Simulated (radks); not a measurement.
Task: Coherent X-ray form factor from a spherical all-electron density. Calculated with a radial shooting solver on a logarithmic mesh with Libxc functionals: scalar-relativistic Kohn-Sham, LDA (Slater exchange, VWN5 correlation), spin-polarised, spherical densities, finite nucleus; Fermi nuclear charge, rms radius of each element as measured or else 0.836 A^(1/3) + 0.57 fm.

| sin(theta)/lambda (1/angstrom) | f0 (electrons) |
|---|---|
| 0.05 | 41.906 |
| 0.1 | 41.627 |
| 0.15 | 41.169 |
| 0.2 | 40.543 |
| 0.25 | 39.762 |
| 0.3 | 38.844 |
| 0.4 | 36.673 |
| 0.5 | 34.201 |
| 0.6 | 31.597 |
| 0.8 | 26.573 |
| 1 | 22.394 |
| 1.25 | 18.623 |
| 1.5 | 16.055 |
| 2 | 12.375 |

The species is in the configuration that NIST lists as its ground one. Which atom or ion scatters so?

Result: The holmium ion Ho25+, [Kr] 4d6. Extrapolating in s^2 from the first two rows gives f0(0) = 42.0, near the electron count 42; among species with that count, the fall with angle is slower the higher Z, and the table is that of Z = 67; from so few rows the species is fixed only to a neighbour or two.
